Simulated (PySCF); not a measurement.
Atom-mapped SMILES (the numbers label the heavy atoms): `[H]/[N:1]=[CH:2]/[C@@H:3]1[CH2:4][CH2:5][C@@H:6]1[F:7]`; H(Xn) means a hydrogen on atom n. Ha(C4), Ha(C5) are cis to C2 on the ring; Hb(C4), Hb(C5) are trans to C2 on the ring.

Geometry: GFN2-xTB; GIAO absolute shieldings from PySCF 2.14, gas phase, non-relativistic, averaged over equivalent atoms.

At PBE0/6-31G (79 basis functions, 5.4 s wall time on 1 thread of an x86-64 server CPU, shared host):
```tsv
atoms	σ (ppm)
N1	-65.8
C2	39.8
C6	115.3
C3	151.9
C5	171.3
C4	189.2
F7	381.2
H(N1)	21.39
H(C2)	23.90
H(C6)	27.70
Ha(C4)	29.65
H(C3)	29.67
Ha(C5)	30.59
Hb(C5)	30.68
Hb(C4)	31.74
```

Estimate the result of repeating the calculation with PBE0/Sadlej pVTZ.

Results:


```
 atoms  σ at PBE0/Sadlej pVTZ  change
    N1                  -61.4    +4.4
    C2                   21.3   -18.5
    C6                  104.9   -10.4
    C3                  147.6    -4.3
    C5                  167.7    -3.6
    C4                  189.6    +0.4
    F7                  378.3    -2.9
 H(N1)                  21.29   -0.10
 H(C2)                  22.63   -1.27
 H(C6)                  26.30   -1.40
Ha(C4)                  28.55   -1.10
 H(C3)                  28.03   -1.64
Ha(C5)                  29.64   -0.95
Hb(C5)                  29.52   -1.16
Hb(C4)                  30.64   -1.10
```

The largest change is at C2 (C=N carbon). Cost: 240 basis functions, 35 s wall time on 1 thread of an x86-64 server CPU, shared host. The order of the carbon signals is the same at both levels.
